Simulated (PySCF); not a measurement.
## Shifts of the heteroatoms

Structure with atom numbers: `[CH3:1][C:2](=[O:3])[C:4]#[C:5][Si@H:6]([SiH3:7])[PH2:8]`. Each H is labelled by its parent atom.

Isolated molecule, one conformer, relativity neglected, one averaged value for each set of equivalent atoms. Geometry: GFN2-xTB; shieldings: GIAO PBE0/pcSseg-1; PySCF 2.14.0 with density-fitted response routines.

(1) Predict the 31P NMR data.

(2) What are the 29Si shifts?

(3) Predict the 17O NMR data.

Answers

(1) 
```
atoms                   environment  σ (ppm)  δ (ppm)
   P8  phosphorus bonded to Si, 2 H    586.8   -216.0
```

Shieldings were converted by a linear fit to measured shifts: 31P: δ = 270.09 − 0.828σ (rms 18.1 ppm, 64 shifts vs H3PO4, solution or neat liquid). A few per cent of atoms miss by over 2 rms, more outside the fitted compound classes.

On a 400 MHz spectrometer 31P resonates near 161.9 MHz, so 1 ppm is 161.9 Hz.

(2) 
```csv
atoms,environment,σ (ppm),δ (ppm)
Si6,"silicon bonded to C, P, Si, H",425.6,-69.8
Si7,"silicon bonded to Si, 3 H",459.6,-97.8
```

Shieldings were converted by a linear fit to measured shifts: 29Si (scatter 8.9 ppm rms, 25.8 ppm with the 6 outliers that the fit left out vs TMS, solution or neat liquid). Occasional misses reach two or three times the rms, and more in compound classes unlike the fitted ones.

On a 400 MHz spectrometer 29Si resonates near 79.5 MHz, so 1 ppm is 79.5 Hz.

(3) 
| atoms | environment | σ (ppm) | δ (ppm) |
| --- | --- | --- | --- |
| O3 | ketone oxygen | -373.9 | 607.3 |

Shieldings were converted by a linear fit to measured shifts: 17O (scatter 10.7 ppm rms, 12.2 ppm with the 3 outliers that the fit left out vs liquid water, solution or neat liquid). A few per cent of atoms miss by over 2 rms, more outside the fitted compound classes.

On a 300 MHz spectrometer 17O resonates near 40.7 MHz, so 1 ppm is 40.7 Hz.
